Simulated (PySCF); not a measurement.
## Tl(III) with different ligands

Computed with PySCF 2.14.0, PBE0, def2-SVP on the ligands, density fitting, scalar-relativistic core potentials, no spin-orbit coupling, vacuum. The metal has def2-SVP with ECP60. Each complex is relaxed within the symmetry of a template of the same shape. Distances are means of the shortest metal–ligand contacts, charges and spins Mulliken's; removal energies are rigid, with the ligand's formal charge and no counterpoise, so too large; for an anion taken off a cation in vacuum most of it is the attraction of opposite charges, and multiply charged cations can part far more cheaply with an electron moved from ligand to metal.

| complex | point group | M–first ligand (Å) | charge on M (e) | dipole (D) | HOMO–LUMO gap (eV) | removal of one first-named ligand (eV) | strongest infrared band, degenerate modes summed (cm⁻¹) | unstable modes (below −25 cm⁻¹) |
| --- | --- | --- | --- | --- | --- | --- | --- | --- |
| TlCl3(NH3) | C3 | 2.417 | 0.60 | 5.74 | 5.51 | 8.87 | 1133 | 0 |
| TlF3(H2O) | Cs | 2.034 | 1.06 | 2.17 | 6.36 | 11.51 | 649 | 0 |
| TlH3(H2O) | Cs | 1.749 | 0.14 | 3.30 | 6.70 | 10.45 | 1778 | 0 |
| Tl(NH2)3(H2O) | Cs | 2.152 | 0.51 | 2.67 | 5.58 | 10.70 | – | 1 |

Q: What does the calculation give for Tl(OH)3(H2O)?

A: point group: C1, M–first ligand (Å): 2.094, charge on M (e): 0.71, dipole (D): 1.26, HOMO–LUMO gap (eV): 5.76, removal of one first-named ligand (eV): 11.17, strongest infrared band, degenerate modes summed (cm⁻¹): 3381, unstable modes (below −25 cm⁻¹): 0.
```xyz
10

Tl   -0.0205   -0.5006    0.1635
O     0.4267    1.4738    0.8608
H     1.3672    1.6505    0.7325
O    -1.3543   -1.6812    1.2060
H    -1.7663   -1.1069    1.8664
O     1.2849   -0.9392   -1.3900
H     1.2121   -1.8834   -1.5831
O    -1.3178    1.2409   -1.0541
H    -0.7258    1.7793   -0.4679
H    -0.9537    1.3373   -1.9431
```

Members with unstable modes aren't minima as they stand: saddle points kept by symmetry or, where the modes are soft, flat surfaces and noise. Moved off a saddle point of the template and relaxed again: TlCl3(NH3). One start shape was tried for each, so a minimum needn't be the lowest isomer.
